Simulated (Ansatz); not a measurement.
Stepwise reaction of `[O]=[V]([OH])([OH])[Cl]` with hydrogen chloride, as a gas-phase model of exchange steps in deposition or etching. ΔE in kJ/mol; ΔG adds harmonic PBE0-D4 terms to CCSD(T)/CBS, at 1 bar.

Computed with Ansatz on PBE0-D4/def2-TZVP structures; ΔE is electronic, products minus reactants. CCSD(T)/CBS adds triple-zeta CCSD(T) − MP2 to the extrapolated MP2 energy (def2 sets, frozen cores). This one scheme is used for every species. DFT in def2-TZVPP. B3LYP here is the variant with VWN-RPA as its local correlation; programs differ in this. For V outer-core shells are correlated without core-valence functions, which leaves a few kJ/mol of doubt a bond. Scalar relativity is left out up to krypton. Each species was taken in one conformer, which may not be the lowest.

```json
{"step": "1", "reaction": "`[O]=[V]([OH])([OH])[Cl]` + HCl → `[O]=[V]([OH])([Cl])[Cl]` + H₂O", "PBE-D4": "-18.1", "B3LYP-D4": "-16.9", "ωB97M-V": "-14.3", "CCSD(T)/CBS": "-20.0", "ΔG(500 K)": "-16.1"}
{"step": "2", "reaction": "`[O]=[V]([OH])([Cl])[Cl]` + HCl → `[O]=[V]([Cl])([Cl])[Cl]` + H₂O", "PBE-D4": "-10.6", "B3LYP-D4": "-9.2", "ωB97M-V": "-5.5", "CCSD(T)/CBS": "-12.4", "ΔG(500 K)": "-4.7"}
```

**Question.** By hand: ΔE of the 2 steps together at CCSD(T)/CBS.

**Answer.** (-20.0) + (-12.4) = -32.4 kJ/mol, or -16.2 kJ/mol a step.

In ΔE each step is higher than the one before. All are downhill at CCSD(T)/CBS. ΔG lies between -16.1 and -4.7 kJ/mol a step. PBE-D4 differs from CCSD(T)/CBS by 1.8 to 1.9 kJ/mol a step. Isolated molecules leave out the surface, adducts and barriers. Largest T1 diagnostic: 0.032.
